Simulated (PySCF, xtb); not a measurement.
Au(Me)2(acac) (C7H13AuO2), SMILES [CH3][Au]1([CH3])<-[O]=C(C)C=C(C)[O]1, multiplicity 1.

GFN2-xTB run with xtb at its own geometry gives an orbital gap of 3.28 eV and a dipole moment of 2.80 D.

Geometry optimised at B3LYP-D3(BJ)/def2-SVP. The multiplicity is an assumed one; no other spin state was optimised. The isomer is the one that the SMILES or the coordinates give; other isomers of the formula were not compared. The def2 effective core potentials stand for the cores of Au; spin–orbit coupling is left out. One conformer was computed; it need not be the lowest.

Question: What does CAM-B3LYP/def2-SVP (PySCF) give? (An estimate is asked for; the answer gives what the named calculation found.)

Answer: gap 7.82 eV (levels -7.77 and 0.06 eV), dipole 1.44 D.
